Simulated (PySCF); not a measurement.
Species: C5H4O3.
Cartesian coordinates in Å at the GFN2-xTB level; atoms count from 1:
```xyz
12
C5H4O3 angstrom
O      2.173   -1.223    0.654
C      1.572   -0.340    0.094
O      2.192    0.610   -0.623
C      0.119   -0.175    0.109
C     -0.661    0.836   -0.525
C     -1.950    0.552   -0.211
O     -2.023   -0.550    0.562
C     -0.781   -0.985    0.754
H      3.150    0.460   -0.605
H     -0.289    1.642   -1.121
H     -2.873    1.035   -0.465
H     -0.630   -1.862    1.351
```

Theory: TDDFT wB97X-D/def2-SVPD, vertical, gas phase, core orbitals frozen in the response in PySCF.

Ground-to-excited transition dipoles (e·a0, same axes as the geometry; the sign carries no meaning), for the states with f of 0.002 or more among the lowest 7:

| state | E (hartree) | μx | μy | μz |
| --- | --- | --- | --- | --- |
| S2 | 0.2051 | -0.452 | -0.460 | 0.361 |
| S3 | 0.2409 | -0.128 | -0.151 | 0.117 |
| S4 | 0.2578 | 1.771 | -0.514 | 0.200 |
| S5 | 0.2626 | 0.009 | 0.083 | 0.118 |
| S6 | 0.2842 | -0.029 | -0.261 | 0.184 |
| S7 | 0.2924 | 0.023 | 0.173 | 0.250 |

Q: Work out the oscillator strengths.

A: f = (2/3) ΔE |μ|² with ΔE in hartree (27.2114 eV).

```
state  |μ|² (au)  |μ| (D)      f
   S2      0.546     1.88  0.075
   S3      0.053     0.58  0.009
   S4      3.442     4.72  0.592
   S5      0.021     0.37  0.004
   S6      0.103     0.82  0.019
   S7      0.093     0.78  0.018
```

Q: The point group is Cs. Which irreducible representation does each state belong to?

A: The ground state is totally symmetric, so the direction of μ fixes the label. Polarised normal to the mirror plane, so A″: S5 and S7. Polarised in the mirror plane, so A′: S2, S3, S4 and S6.

Q: Which bond between heavy atoms lies closest to the direction of the S4 transition dipole?

A: O7–C8, at 4° from it; next C2–C4 at 12°.

Q: What angle do the transition dipoles of S6 and S7 make?

A: |cos θ| = |μa·μb| / (|μa| |μb|) = 0.00, so θ ≈ 90° (taken between 0 and 90°, since the signs are arbitrary).

Q: What peak molar absorption coefficient would the strongest computed level give as a lone Gaussian band 0.4 eV wide at half height?

A: ε(max) = 2.175×10⁸ f / FWHM, with the width in cm⁻¹. S4: 2.175×10⁸ × 0.5917 / 3226 ≈ 40000 L mol⁻¹ cm⁻¹.

One conformer stands for the species.
